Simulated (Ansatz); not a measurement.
Geometry optimisation, RHF/def2-SVP in Ansatz 0.2.0.

The input (input.yaml):

```yaml
crystal:
  periodic: [false, false, false]
  atoms:
    - { symbol: W, position_ang: [0.0, 0.0, 0.0] }
    - { symbol: F, position_ang: [0.0, 0.0, 1.85] }
    - { symbol: F, position_ang: [1.85, 0.0, 0.0] }
    - { symbol: F, position_ang: [0.0, 1.85, 0.0] }
    - { symbol: F, position_ang: [-1.85, 0.0, 0.0] }
    - { symbol: O, position_ang: [0.0, -1.94, 0.0] }
    - { symbol: H, position_ang: [0.3816, -2.2771, 0.8723] }
    - { symbol: O, position_ang: [0.0, 0.0, -1.94] }
    - { symbol: H, position_ang: [0.5278, 0.7924, -2.2771] }
basis:
  gaussian: { orbitals: def2-SVP }
hamiltonian:
  xc: hf
relax:
  f_tol: 0.02
  max_steps: 40
output:
  orbitals: {}
```

Run as:

```bash
$ ansatz run input.yaml --threads 2 --pin off --max-ram 3072MiB --backend cpu --events-out ev --progress --plain --runs-dir out
```

Q: Where does it end, and by what steps?

A: The run converged. After 9 steps the energy has fallen by 0.991 eV; H9 moved furthest, 0.56 Å.

```tsv
step	energy less start (eV)	largest force component (eV/Å)	accepted
0	0.0000	3.538	yes
1	-0.6846	1.411	yes
2	-0.8452	0.404	yes
3	-0.9170	0.567	yes
4	-0.9777	0.234	yes
5	-0.9884	0.141	yes
6	-0.9897	0.158	yes
7	-0.9902	0.057	yes
8	-0.9904	0.035	yes
9	-0.9905	0.006	yes
```

```xyz
9
Properties=species:S:1:pos:R:3
W 0.082 0.025 0.022
F -0.028 0.092 1.872
F 1.916 0.170 0.200
F 0.004 1.874 0.124
F -1.765 0.027 -0.014
O 0.147 -1.790 0.120
H 0.150 -2.599 0.611
O 0.184 0.117 -1.786
H 0.218 0.509 -2.645
```

Whether the end is a true minimum wasn't checked by a vibrational analysis.

Time of the run: 28 s on 2 threads of Arm Neoverse V1, with other jobs on the host, peak memory 0.3 GiB.
